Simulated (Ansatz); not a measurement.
Isolated molecules relaxed with PBE0-D4/def2-TZVP in Ansatz; ΔE leaves out vibrations. CCSD(T)/CBS is the MP2 limit (def2-TZVPP, def2-QZVPP) plus CCSD(T) − MP2 in def2-TZVPP, frozen cores. This one scheme is used for every species. DFT in def2-TZVPP.

`C#C[Si](C)(Cl)Cl` + HCl → `C#C[Si](Cl)(Cl)Cl` + CH₄  (ligand exchange at the Si–C bond)

```
      level  ΔE (kJ/mol)
LDA (SPW92)        -79.6
  r2SCAN-D4        -87.7
   BHLYP-D4        -87.9
     revPBE        -85.3
```

Question: What does CCSD(T)/CBS give? (An estimate is asked.)

Answer: Computed: -83.7 kJ/mol. The listed levels differ from it by 4.1, -4.0, -4.2, -1.6 kJ/mol.

Largest T1 diagnostic among the species: 0.010.

Leaving LDA and LC-ωPBE aside and taking each functional with its dispersion term where it has one, the values, not all of them listed here, spread over 6.8 kJ/mol, from B97M-V to ωB97X-V. LDA lies +4.6 kJ/mol from PBE without D4.
